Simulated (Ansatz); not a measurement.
Total energies of the cluster In4Sb3⁺ (the lowest singlet isomer of a short search) from Ansatz at r2SCAN-D4/def2-TZVP, gas phase (1 Eh = 27.2114 eV = 2625.5 kJ/mol). The reference geometry is relaxed at PBE-D4/def2-SVP.

```xyz
7

In    1.511   -1.187   -1.117
In   -1.001   -0.427   -2.972
In   -2.160    0.464    2.701
In    2.563    1.787   -0.503
Sb   -1.172   -1.591    0.286
Sb    0.931   -0.283    1.744
Sb   -0.672    1.237   -0.139
```

```csv
state,geometry,energy (Eh)
charge 1 singlet,reference,-1481.96655
charge 0 doublet,reference,-1482.15034
charge 1 triplet,relaxed at PBE-D4/def2-SVP,-1481.92900
charge 1 quintet,relaxed at PBE-D4/def2-SVP,-1481.87361
```

In the def2 sets In, Sb take a core potential; there is no spin–orbit coupling.

(1) Work out the vertical electron affinity, to the doublet.

(2) Which of the charge 1 states is lowest, and how far above it are the others?

(1) E(charge 1 singlet) − E(charge 0 doublet) = -1481.96655 − (-1482.15034) = 0.18379 Eh = 5.00 eV.

(2) The singlet. triplet: -1481.92900 − (-1481.96655) = 0.03755 Eh = 98.6 kJ/mol; quintet: -1481.87361 − (-1481.96655) = 0.09294 Eh = 244.0 kJ/mol. The triplet differs in its bonds from the reference. The quintet differs in its bonds from the reference.

The structure comes from a short search, and lower isomers may exist.
